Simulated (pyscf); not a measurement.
# HO–SnH₂–SnH₃ (SMILES [OH][SnH2][SnH3]), singlet

Gas-phase minimum from PySCF at ωB97X-D3(BJ)/def2-SVP, one conformer. 

```xyz
9

O     -0.0860    -0.9343    -1.2653
Sn     1.1354    -0.0193     0.0214
Sn    -0.0143     2.4237     0.2748
H      0.1903    -1.8347    -1.4725
H      1.1715    -0.9402     1.4689
H      2.7090     0.0046    -0.6627
H     -1.6033     2.2647     0.8732
H     -0.0542     3.2110    -1.2376
H      0.8847     3.3858     1.3655
```

Bonds (Å): O1–Sn2 1.996, O1–H4 0.964, Sn2–Sn3 2.712, Sn2–H5 1.716, Sn2–H6 1.716, Sn3–H7 1.705, Sn3–H8 1.706, Sn3–H9 1.710. Angles (°): Sn2–O1–H4 113.0, O1–Sn2–Sn3 102.3, O1–Sn2–H5 108.1, O1–Sn2–H6 108.1, Sn3–Sn2–H5 114.4, Sn3–Sn2–H6 114.4, H5–Sn2–H6 108.9, Sn2–Sn3–H7 110.1, Sn2–Sn3–H8 110.1, Sn2–Sn3–H9 110.1, H7–Sn3–H8 109.4, H7–Sn3–H9 108.6, H8–Sn3–H9 108.6.

Properties at ωB97X-D3(BJ)/def2-SVP:

```
Property                                                                                                                                                                                                                          Value
---------------------------------------------------------------------------------------------------------------------  ----------------------------------------------------------------------------------------------------------------
Harmonic wavenumbers, unscaled                                                                                         61, 92, 158, 210, 300, 393, 444, 557, 610, 643, 703, 748, 756, 758, 848, 1940, 1942, 1965, 1979, 1980, 3902 cm⁻¹
Zero-point energy                                                                                                                                                                                                         30.0 kcal/mol
Rotational symmetry number                                                                                                                                                                                                            1
Entropy of this conformer at 298 K and 1 atm, rigid rotor and harmonic oscillator, modes under 100 cm⁻¹ raised to 100                                                                                                   369.0 J/(mol K)
Dipole moment                                                                                                                                                                                                                    1.50 D
```

Single-point totals, which compare only within one level:

```json
[
 {"level": "ωB97X-D3(BJ)/def2-TZVP", "total energy (hartree)": "-507.64704"},
 {"level": "PBE/def2-TZVP", "total energy (hartree)": "-507.35644"},
 {"level": "r²SCAN/def2-TZVP", "total energy (hartree)": "-507.57786"},
 {"level": "B3LYP-D3(BJ)/def2-TZVP", "total energy (hartree)": "-507.62363"},
 {"level": "PBE0-D3(BJ)/def2-TZVP", "total energy (hartree)": "-507.38761"},
 {"level": "M06-2X/def2-TZVP", "total energy (hartree)": "-507.27157"},
 {"level": "ωB97M-D3(BJ)/def2-TZVP", "total energy (hartree)": "-507.54472"}
]
```

Soft torsions are taken as harmonic, which can shift the entropy by several J/(mol K). Elements past Kr carry the def2 core potentials, without spin-orbit coupling.
